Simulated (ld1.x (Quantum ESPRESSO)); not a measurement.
# nitrogen: TM pseudisation with PBE, scalar-relativistic reference atom.

ld1.x (Quantum ESPRESSO) 7.5 was run on this input:

```
&input
   title='N', zed=7., rel=1, dft='PBE', iswitch=3,
   config='[He] 2s2 2p3',
   nld=2, rlderiv=1.85, eminld=-3.0, emaxld=5.0, deld=0.02
 /
 &inputp
   pseudotype=2, tm=.true., lloc=1,
   nlcc=.true.,
   file_pseudopw='N.UPF', file_wfcaegen='ae.wfc', file_wfcncgen='nc.wfc', file_beta='beta', file_chi='chi'
 /
2
2S  1  0   2.00   0.00  0.95  0.95  0.0
2P  2  1   3.00   0.00  1.70  1.70  0.0
 &test
   configts(1)='2s2 2p3'
 /
```

Command:

```bash
ld1.x < N.in > N.out
```

The program printed (shortened: banner, matrices, multipoles, cross overlaps and the repeated all-electron block are left out):

```
Program LD1 v.7.5
     --------------------------- All-electron run ----------------------------

     N
     scalar relativistic calculation

     atomic number is  7.00
     dft =PBE   lsd =0 sic =0 latt =0  beta=0.20 tr2=1.0E-14
     Exchange-correlation= PBE
                           (   1   4   3   4   0   0   0)
     mesh =1085 r(mesh) =  99.89202 a.u. xmin = -7.00 dx = 0.01250
     1 Ry =  13.60569312 eV, c = 137.03599908

     n l     nl                  e(Ry)          e(Ha)          e(eV)
     1 0     1S 1( 2.00)       -28.2764       -14.1382      -384.7204
     2 0     2S 1( 2.00)        -1.3658        -0.6829       -18.5828
     2 1     2P 1( 3.00)        -0.5211        -0.2606        -7.0900

     final scf error:  5.8E-15 reached in  23 iterations

     Etot =    -108.906480 Ry,     -54.453240 Ha,   -1481.748142 eV

     Ekin =     108.686336 Ry,      54.343168 Ha,    1478.752934 eV
     Encl =    -256.222520 Ry,    -128.111260 Ha,   -3486.084983 eV
     Eh   =      51.762930 Ry,      25.881465 Ha,     704.270546 eV
     Exc  =     -13.133226 Ry,      -6.566613 Ha,    -178.686639 eV

     normalization and overlap integrals

     s(1S/1S) =  1.000000  <r> =   0.2297  <r2> =    0.0714  r(max) =   0.1483
     s(2S/2S) =  1.000000  <r> =   1.3197  <r2> =    2.1153  r(max) =   1.0167
     s(2P/2P) =  1.000000  <r> =   1.4841  <r2> =    2.9193  r(max) =   0.9793

     ------------------------ End of All-electron run ------------------------

     --------------------- Generating NC pseudopotential ---------------------

      Generating local pot.: lloc=1, matching radius rcloc =   1.7000

      Computing core charge for nlcc:

       r > 0.41 : true rho core
       r < 0.41 : rho core = a sin(br)/r    a=   7.79  b=   6.25

      Integrated core pseudo-charge :   0.74

      Wfc   2S  rcut= 0.955  Using Troullier-Martins method

     ------------------- End of pseudopotential generation -------------------

     Computing logarithmic derivative in   1.84109
     Computing logarithmic derivative in   1.84109
     Computing the partial wave expansion
     R is outside the sphere for l=    0 j= 0.00
       no projector for channel:   1

     ---------------------- Testing the pseudopotential ----------------------

     N
     scalar relativistic calculation

     atomic number is  7.00   valence charge is  5.00
     dft =PBE   lsd =0 sic =0 latt =0  beta=0.20 tr2=1.0E-14
     mesh =1085 r(mesh) =  99.89202 xmin = -7.00 dx = 0.01250

     n l     nl             e AE (Ry)        e PS (Ry)    De AE-PS (Ry)
     1 0     2S   1( 2.00)       -1.36581       -1.36584        0.00002
     2 1     2P   1( 3.00)       -0.52111       -0.52111        0.00000

     eps = 2.0E-17  iter = 12

     Etot =    -108.906480 Ry,     -54.453240 Ha,   -1481.748142 eV
     Etotps =   -20.721142 Ry,     -10.360571 Ha,    -281.925496 eV

     Ekin =      12.069694 Ry,       6.034847 Ha,     164.216554 eV
     Encl =     -45.612833 Ry,     -22.806417 Ha,    -620.594214 eV
     Ehrt =      16.198136 Ry,       8.099068 Ha,     220.386865 eV
     Ecxc =      -6.078188 Ry,      -3.039094 Ha,     -82.697961 eV
     (Ecc =      -1.454370 Ry,      -0.727185 Ha,     -19.787710 eV)
     Epseu=       2.702050 Ry,       1.351025 Ha,      36.763259 eV

     ---------------------- End of pseudopotential test ----------------------
```

Generation and configuration tests took about 0.57 s on one core of a shared server CPU.
